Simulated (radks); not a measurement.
Task: These are the eigenvalues of the occupied orbitals of an atom or ion with whole-number occupations (eV). Method: scalar-relativistic Kohn-Sham, SCAN, spin-polarised, spherical densities, finite nucleus; meta-GGA in the generalised Kohn-Sham scheme; Fermi nuclear charge, rms radius of each element as measured or else 0.836 A^(1/3) + 0.57 fm; computed with a radial shooting solver on a logarithmic mesh with Libxc functionals.

orbital  eigenvalue
1s up     -24225.27
1s down   -24225.27
2s up     -3561.486
2s down   -3561.301
2p up     -3190.745
2p down   -3190.596
3s up     -657.4412
3s down   -657.3693
3p up     -534.4403
3p down   -534.3412
3d up     -340.0482
3d down   -339.8671
4s up      -99.7503
4s down    -98.8460
4p up      -64.6148
4p down    -63.6692
4d up      -15.1249
4d down    -14.2553

Which element is it, and in what charge state? The configuration may be excited. Open shells, if any, are filled with parallel spins first.

Result: Z = 46, palladium, charge +1: Pd+ in [Kr] 4d9. The list shows which subshells hold electrons but not how many an open one holds; the 1s level, -890.26 hartree, gives Z - s = 42.2 by -(Z - s)^2/2, which with screening and relativity narrows Z to a few neighbours, and the depths of the outer levels then fix element, charge and occupations together.
